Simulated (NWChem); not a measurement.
LiOH; SMILES [Li][OH]

```xyz
3

Li    -0.7681    -0.7187    -0.6607
O      0.1917     0.1794     0.1649
H      0.7808     0.7305     0.6716
```
Atoms are numbered in this order, from 1.

The geometry was optimised at PBE0/def2-SVP.

 States above −ε(HOMO) = 4.8 eV lie in this functional's continuum and hang on the basis.

Q: List the 4 lowest vertical singlet excitations from PBE/def2-TZVPD, TDA (NWChem).

A: 
| state | energy (eV) | oscillator strength | leading excitation (squared amplitude) |
|---|---|---|---|
| S1 | 3.44 | 0.026 | HOMO−1 → LUMO (0.88) |
| S2 | 3.44 | 0.026 | HOMO → LUMO (0.88) |
| S3 | 5.08 | 0.000 | HOMO → LUMO+1 (0.37) |
| S4 | 5.08 | 0.000 | HOMO−1 → LUMO+1 (0.38) |
